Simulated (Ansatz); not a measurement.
Gas-phase electronic energies from Ansatz, PBE0-D4/def2-TZVP geometries. CBS: MP2 limit from def2 TZ/QZ plus the TZ coupled-cluster correction, frozen cores. This one scheme is used for every species. Functionals use def2-TZVPP. B3LYP here is the variant with VWN-RPA as its local correlation; programs differ in this. One conformer a species, not always the lowest.

Reaction (formal hydrolysis of a B–N bond): `OB([SiH3])N[SiH3]` + H₂O → `OB(O)[SiH3]` + `N[SiH3]`

```
             level  ΔE (kcal/mol)  difference from CCSD(T)/CBS
         r2SCAN-D4           -1.4                         -1.2
            B2PLYP           -2.6                         -2.4
               PBE           -2.2                         -2.0
             B3LYP           -3.6                         -3.4
     HF/def2-TZVPP           -4.4                         -4.2
SCS-MP2/def2-TZVPP           -1.3                         -1.1
   CCSD/def2-TZVPP           -1.4                         -1.2
CCSD(T)/def2-TZVPP           -0.9                         -0.7
     HF/def2-QZVPP           -4.4                         -4.2
      HF/CBS(def2)           -4.4                         -4.2
       CCSD(T)/CBS           -0.2                            0
```

Largest T1 diagnostic among the species: 0.014.

The D4 term adds +2.2 kcal/mol with B3LYP and +1.3 kcal/mol with PBE0; it sums over pairs of atoms, weighted by their polarisabilities, and B3LYP, whose exchange is more repulsive, gets the larger term. In def2-TZVPP, CCSD(T) changes the Hartree–Fock value by +3.5 kcal/mol (the triples alone add +0.5 kcal/mol) and MP2 by +4.0 kcal/mol.
